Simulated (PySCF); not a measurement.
## How methods differ on the ionisation energy of Cu⁺

Cu⁺ [Ar] 3d10 (1S) → Cu²⁺ [Ar] 3d9 (2D), as a difference of total energies. Computed with PySCF 2.14 in aug-cc-pVDZ-DK (7s6p4d2f, 59 functions), with the spin-free X2C one-electron Hamiltonian (Gaussian nucleus). Correlated levels: valence: [Ar] frozen. The calculations carry no spin-orbit coupling.

Order these methods by the ionisation energy they give, lowest first.
A. MP2 (valence)
B. UHF
C. SCS-MP2 (valence)
D. BP86

B (17.177 eV), C (20.254 eV), A (20.692 eV), D (20.901 eV).

The reference lies between the lowest fine-structure levels, while these numbers refer to the centres of the terms.

Errors of the correlated levels include the incompleteness of this basis and the frozen core.

For comparison: 20.292 eV (measured; NIST Atomic Spectra Database, ionization energies).
